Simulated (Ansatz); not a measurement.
Born–Oppenheimer molecular dynamics of a periodic cell of 12 atoms, CO (contents 6 CO, density as packed 0.62 g/cm³ with natural masses). It goes on from the last frame of an earlier run, with new velocities.

These are results of DFT PBE-D3(BJ), scalar-relativistic, plane waves, PAW in Ansatz 0.2.0, not measurements. Settings: accuracy low, cutoff 420 eV, k mesh 1x1x1, fermi-dirac smearing 0.02 eV, no spin polarisation.

- ensemble: NVT, Langevin thermostat
- time step: 1 fs
- steps asked: 400
- set temperature: 1500 K
- friction: 0.01 /fs
- seed: 933

Frames 5 fs apart, positions in Å, forces in eV/Å.

Velocities at 110.0 fs (Å/ps):

```
O 1.30 -9.93 4.15
C -3.96 4.29 -6.96
O 15.67 -1.23 2.66
C 9.34 10.95 1.58
O 4.10 -1.19 -13.03
C 15.56 1.99 -7.06
O 6.79 12.48 9.56
C -4.17 19.87 12.01
O -2.96 3.33 12.49
C 15.21 -24.02 -8.80
O -5.26 -0.50 -4.30
C -2.94 16.39 7.76
```

```xyz
12
Lattice="7.6767 0.0000 0.0000 0.0000 7.6767 0.0000 0.0000 0.0000 7.6767" Properties=species:S:1:pos:R:3:forces:R:3 time_fs=110.0 energy_less_start_eV=0.617 T=1525
O 3.266 1.765 2.235 -0.43 0.05 -1.26
C 3.653 1.763 3.291 0.52 0.10 1.13
O 3.903 6.466 4.092 3.56 -0.40 1.40
C 2.910 6.516 3.600 -1.83 0.23 -1.89
O 8.200 6.303 3.268 -4.49 1.30 -3.17
C 7.370 6.681 2.509 3.29 -1.47 2.97
O 1.969 3.885 5.496 2.53 6.12 3.85
C 1.614 3.014 4.964 -2.62 -6.08 -3.79
O 5.639 1.677 6.743 0.85 3.94 -3.54
C 5.469 0.874 7.467 -0.86 -3.94 3.50
O 1.273 7.896 6.238 0.54 -0.98 -0.68
C 1.721 6.995 5.683 -1.05 1.14 1.48
12
Lattice="7.6767 0.0000 0.0000 0.0000 7.6767 0.0000 0.0000 0.0000 7.6767" Properties=species:S:1:pos:R:3:forces:R:3 time_fs=115.0 energy_less_start_eV=0.396 T=1695
O 3.256 1.712 2.229 -0.10 0.05 -0.42
C 3.643 1.784 3.291 0.17 0.14 0.29
O 3.990 6.468 4.110 -1.23 -0.04 -0.88
C 2.960 6.588 3.603 2.62 -0.14 0.58
O 8.201 6.297 3.190 3.79 -2.73 4.41
C 7.470 6.684 2.489 -4.75 2.56 -4.59
O 2.005 3.977 5.561 -0.93 -2.02 -1.13
C 1.565 3.064 4.999 0.88 2.03 1.17
O 5.626 1.702 6.781 -0.20 -3.02 2.08
C 5.555 0.736 7.441 0.17 3.02 -2.12
O 1.234 7.908 6.217 -2.58 4.73 2.77
C 1.702 7.060 5.715 2.17 -4.57 -2.16
12
Lattice="7.6767 0.0000 0.0000 0.0000 7.6767 0.0000 0.0000 0.0000 7.6767" Properties=species:S:1:pos:R:3:forces:R:3 time_fs=120.0 energy_less_start_eV=0.281 T=1712
O 3.216 1.669 2.229 1.63 0.60 3.81
C 3.659 1.800 3.313 -1.59 -0.34 -3.96
O 4.030 6.465 4.130 0.16 -0.19 -0.20
C 3.040 6.665 3.604 0.97 -0.04 -0.04
O 8.239 6.260 3.151 -1.06 0.03 -0.48
C 7.505 6.732 2.416 0.33 -0.19 0.34
O 2.014 4.048 5.620 -2.23 -4.12 -2.37
C 1.505 3.126 5.063 2.20 4.10 2.39
O 5.611 1.680 6.839 0.12 -3.37 1.81
C 5.643 0.643 7.390 -0.16 3.37 -1.85
O 1.159 7.964 6.211 1.27 -2.04 -1.19
C 1.705 7.072 5.704 -1.66 2.18 1.74
12
Lattice="7.6767 0.0000 0.0000 0.0000 7.6767 0.0000 0.0000 0.0000 7.6767" Properties=species:S:1:pos:R:3:forces:R:3 time_fs=125.0 energy_less_start_eV=0.324 T=1619
O 3.179 1.631 2.260 0.38 0.35 0.63
C 3.652 1.823 3.282 -0.34 0.02 -0.80
O 4.051 6.463 4.161 0.51 -0.25 -0.01
C 3.122 6.738 3.570 0.38 -0.11 -0.17
O 8.259 6.209 3.104 -3.48 2.30 -3.26
C 7.544 6.793 2.356 2.98 -2.43 3.16
O 1.992 4.072 5.643 3.72 5.87 3.56
C 1.481 3.254 5.162 -3.73 -5.89 -3.56
O 5.610 1.617 6.910 -0.44 5.07 -1.95
C 5.701 0.601 7.305 0.39 -5.07 1.91
O 1.093 7.985 6.194 1.20 -1.64 -0.94
C 1.707 7.131 5.711 -1.57 1.78 1.42
12
Lattice="7.6767 0.0000 0.0000 0.0000 7.6767 0.0000 0.0000 0.0000 7.6767" Properties=species:S:1:pos:R:3:forces:R:3 time_fs=130.0 energy_less_start_eV=-0.002 T=1727
O 3.128 1.578 2.304 -1.57 -0.59 -3.36
C 3.608 1.851 3.261 1.61 1.10 3.15
O 4.083 6.455 4.179 -0.67 0.24 -0.83
C 3.195 6.789 3.534 1.31 -0.79 0.76
O 8.221 6.166 3.012 1.39 -1.89 1.77
C 7.612 6.814 2.346 -1.70 1.82 -1.83
O 2.012 4.161 5.689 -0.47 -0.77 -0.33
C 1.434 3.301 5.207 0.46 0.74 0.34
O 5.621 1.593 6.951 0.20 -1.77 0.50
C 5.747 0.485 7.244 -0.27 1.77 -0.51
O 1.037 7.980 6.172 -3.25 3.84 2.13
C 1.689 7.211 5.748 2.96 -3.69 -1.78
12
Lattice="7.6767 0.0000 0.0000 0.0000 7.6767 0.0000 0.0000 0.0000 7.6767" Properties=species:S:1:pos:R:3:forces:R:3 time_fs=135.0 energy_less_start_eV=0.214 T=1554
O 3.052 1.522 2.318 1.13 1.21 1.97
C 3.562 1.882 3.294 -1.13 -0.58 -2.20
O 4.107 6.439 4.188 1.49 -0.59 0.89
C 3.293 6.793 3.503 -1.00 -0.10 -0.91
O 8.202 6.093 2.926 1.14 -1.84 1.40
C 7.650 6.844 2.316 -1.32 1.80 -1.43
O 2.039 4.250 5.734 -3.08 -4.45 -2.20
C 1.402 3.349 5.266 3.07 4.40 2.21
O 5.646 1.555 6.995 0.47 -4.29 0.83
C 5.775 0.401 7.211 -0.56 4.29 -0.82
O 0.950 8.022 6.159 2.57 -2.66 -1.29
C 1.720 7.225 5.768 -2.79 2.81 1.57
12
Lattice="7.6767 0.0000 0.0000 0.0000 7.6767 0.0000 0.0000 0.0000 7.6767" Properties=species:S:1:pos:R:3:forces:R:3 time_fs=140.0 energy_less_start_eV=0.007 T=1555
O 2.986 1.493 2.350 0.40 0.77 0.60
C 3.505 1.896 3.285 -0.44 -0.12 -0.81
O 4.154 6.428 4.199 0.87 -0.32 0.52
C 3.371 6.776 3.467 -0.48 -0.39 -0.48
O 8.207 6.007 2.834 -1.86 2.77 -1.84
C 7.663 6.881 2.271 1.74 -2.79 1.83
O 2.020 4.286 5.749 2.90 3.80 1.86
C 1.409 3.461 5.366 -2.90 -3.89 -1.86
O 5.681 1.492 7.056 -0.37 3.42 -0.35
C 5.794 0.396 7.175 0.25 -3.42 0.37
O 0.900 8.035 6.155 2.47 -2.36 -0.98
C 1.709 7.255 5.826 -2.59 2.51 1.15
12
Lattice="7.6767 0.0000 0.0000 0.0000 7.6767 0.0000 0.0000 0.0000 7.6767" Properties=species:S:1:pos:R:3:forces:R:3 time_fs=145.0 energy_less_start_eV=-0.006 T=1591
O 2.922 1.475 2.389 -1.64 -0.89 -2.80
C 3.447 1.915 3.260 1.57 1.54 2.61
O 4.212 6.414 4.219 -2.45 1.17 -2.74
C 3.428 6.763 3.416 2.77 -1.85 2.83
O 8.200 5.960 2.715 -0.57 0.93 -0.49
C 7.718 6.894 2.259 0.48 -0.95 0.48
O 2.029 4.349 5.777 1.96 2.35 1.01
C 1.371 3.519 5.450 -1.95 -2.45 -1.01
O 5.708 1.476 7.135 -0.18 1.37 -0.01
C 5.831 0.359 7.157 0.03 -1.37 0.05
O 0.875 8.017 6.157 -4.23 3.82 1.48
C 1.662 7.313 5.885 4.20 -3.66 -1.41
12
Lattice="7.6767 0.0000 0.0000 0.0000 7.6767 0.0000 0.0000 0.0000 7.6767" Properties=species:S:1:pos:R:3:forces:R:3 time_fs=150.0 energy_less_start_eV=0.144 T=1376
O 2.839 1.428 2.425 0.92 1.34 1.34
C 3.405 1.959 3.278 -1.02 -0.73 -1.51
O 4.239 6.413 4.189 2.47 -0.98 2.51
C 3.521 6.726 3.407 -2.19 0.34 -2.42
O 8.180 5.940 2.603 1.43 -3.37 1.25
C 7.761 6.897 2.244 -1.48 3.37 -1.26
O 2.046 4.434 5.817 -3.77 -4.75 -1.51
C 1.308 3.532 5.516 3.78 4.63 1.50
O 5.738 1.467 7.203 0.31 -3.28 -0.10
C 5.864 0.306 7.162 -0.51 3.29 0.17
O 0.792 8.037 6.175 2.63 -2.09 -0.70
C 1.679 7.314 5.938 -2.55 2.25 0.72
12
Lattice="7.6767 0.0000 0.0000 0.0000 7.6767 0.0000 0.0000 0.0000 7.6767" Properties=species:S:1:pos:R:3:forces:R:3 time_fs=155.0 energy_less_start_eV=-0.179 T=1574
O 2.765 1.402 2.481 0.36 0.84 0.49
C 3.345 1.979 3.278 -0.49 -0.27 -0.63
O 4.261 6.386 4.192 2.06 -0.84 2.28
C 3.570 6.697 3.381 -1.81 0.25 -2.20
O 8.167 5.896 2.512 -0.33 0.76 -0.22
C 7.767 6.928 2.227 0.28 -0.77 0.22
O 2.010 4.463 5.867 -0.41 -0.66 -0.12
C 1.304 3.603 5.614 0.41 0.51 0.12
O 5.775 1.418 7.260 -0.22 1.59 0.13
C 5.898 0.306 7.178 -0.05 -1.59 -0.03
O 0.743 8.030 6.195 3.44 -2.50 -0.77
C 1.667 7.327 5.996 -3.26 2.68 0.73
12
Lattice="7.6767 0.0000 0.0000 0.0000 7.6767 0.0000 0.0000 0.0000 7.6767" Properties=species:S:1:pos:R:3:forces:R:3 time_fs=160.0 energy_less_start_eV=0.284 T=1596
O 2.695 1.397 2.530 -1.08 -0.68 -1.40
C 3.263 2.002 3.280 0.95 1.20 1.30
O 4.284 6.317 4.221 -3.10 1.69 -4.13
C 3.589 6.679 3.320 3.33 -2.22 4.20
O 8.145 5.869 2.413 -0.91 2.57 -0.44
C 7.769 6.952 2.226 0.87 -2.58 0.45
O 1.978 4.482 5.933 5.50 6.31 1.79
C 1.297 3.681 5.713 -5.49 -6.46 -1.79
O 5.850 1.392 7.313 -0.26 2.25 0.23
C 5.939 0.284 7.206 -0.11 -2.24 -0.09
O 0.713 7.993 6.223 -4.54 3.21 0.82
C 1.607 7.393 6.051 4.83 -3.05 -0.93
12
Lattice="7.6767 0.0000 0.0000 0.0000 7.6767 0.0000 0.0000 0.0000 7.6767" Properties=species:S:1:pos:R:3:forces:R:3 time_fs=165.0 energy_less_start_eV=0.028 T=1601
O 2.615 1.396 2.552 0.71 1.14 0.94
C 3.189 2.048 3.305 -0.81 -0.77 -1.01
O 4.250 6.291 4.199 1.89 -0.90 2.51
C 3.626 6.609 3.338 -1.71 0.52 -2.47
O 8.123 5.875 2.310 0.12 -0.38 0.03
C 7.764 6.945 2.229 -0.15 0.35 -0.02
O 2.006 4.564 6.030 -4.26 -4.93 -1.32
C 1.218 3.680 5.782 4.27 4.77 1.32
O 5.918 1.391 7.369 0.00 -2.65 -0.33
C 5.971 0.240 7.216 -0.51 2.69 0.54
O 0.637 7.978 6.255 0.46 -0.07 -0.19
C 1.608 7.410 6.095 -0.01 0.23 0.00
```

Of the whole run (400 fs, mean temperature of the second half 2352 K): The mean temperature of the second half is 57 % above the set value. A run of 0.4 ps of so small a system gives no equilibrium averages. Limits of this set-up: coarse k mesh, low accuracy level.

Run time: 11 min on 1 thread of Arm Neoverse V2, with other jobs on the host, peak memory 0.41 GiB.
